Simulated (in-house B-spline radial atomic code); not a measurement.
Dy: [Xe] 4f10 6s2

Method: Dirac-Kohn-Sham LC-wPBE, spherical fractional occupations, Fermi nucleus of rms radius 5.2218 fm. Calculated with a B-spline radial code for spherical atoms.

Effective charges: Z_r = [3n² - l(l+1)]/(2<r>) from the radius, Z_e = n√(-2ε) from the energy, and Slater's rules. Values are occupation-weighted means over j. An effective charge above Z reflects the relativistic contraction of the inner shells.

```tsv
shell	electrons	ε (eV)	<r> (bohr)	Z_r	Z_e	Slater
1s	2	-53597	0.02112	71.03	62.76	65.70
2s	2	-8925.4	0.08922	67.25	51.23	61.85
2p	6	-7955.3	0.07908	63.22	48.36	61.85
3s	2	-1991.5	0.2341	57.68	36.30	54.75
3p	6	-1690.2	0.2327	53.73	33.44	54.75
3d	10	-1285.6	0.2121	49.50	29.16	44.85
4s	2	-398.9	0.5299	45.29	21.66	38.25
4p	6	-298.98	0.5608	41.01	18.75	38.25
4d	10	-158.7	0.6105	34.40	13.66	26.85
5s	2	-54.959	1.309	28.64	10.05	11.75
5p	6	-30.471	1.545	23.63	7.48	11.75
6s	2	-5.888	4.172	12.94	3.95	2.85
4f	10	-5.228	0.8785	20.49	2.48	16.85
```

The least bound orbital is 4f7/2 at -4.847 eV, while the most diffuse is 6s1/2 (<r> = 4.172 bohr against 0.888 bohr): energy order and size order differ.

Spin-orbit splittings of the orbital energies (j = l + 1/2 above j = l - 1/2 when positive): 2p 800.1 eV, 3p 166.2 eV, 3d 36.28 eV, 4p 37.07 eV, 4d 6.714 eV, 5p 4.806 eV, 4f 0.8901 eV.

For the 1s electron the small component carries 6.07 % of the norm, the zero-frequency Breit interaction raises the level by 166.9 eV, self-energy by 100.8 eV, and vacuum polarisation lowers it by 16.93 eV.

Caution: exact exchange at fractional occupations of open shells leaves self-interaction of up to several eV.
